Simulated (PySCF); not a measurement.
# Ne²⁺ (neon, charge +2) across methods

[He] 2s2 2p4, high-spin 3P determinant. All numbers are calculated (PySCF 2.14, the non-relativistic Hamiltonian (point nucleus), in dyall-av3z).

| method | E (hartree) | mean ε 2s β (eV) | mean ε 2p α (eV) | mean ε 2p β (eV) | Σ⟨r²⟩ (bohr²) | ⟨S²⟩ |
| --- | --- | --- | --- | --- | --- | --- |
| LDA | -125.8945 | -74.665 | -56.901 | -52.162 | 5.048 | 2.001 |
| r2SCAN | -126.6328 | -75.344 | -58.078 | -53.406 | 4.984 | 2.002 |
| PBE0 | -126.5760 | -78.018 | -60.353 | -55.755 | 4.999 | 2.002 |
| PBEsol | -126.2200 | -74.497 | -56.708 | -52.189 | 5.033 | 2.001 |
| PBE | -126.5579 | -74.690 | -56.808 | -52.557 | 5.027 | 2.001 |
| wB97X | -126.6624 | -80.460 | -62.521 | -58.108 | 4.976 | 2.002 |
| B97-3 | -126.6432 | -78.544 | -60.512 | -55.967 | 4.986 | 2.002 |
| UHF | -126.38099 | -86.423 | -70.118 | -64.123 | 4.957 | 2.004 |
| CAM-B3LYP | -126.6423 | -79.614 | -61.780 | -57.298 | 5.023 | 2.002 |
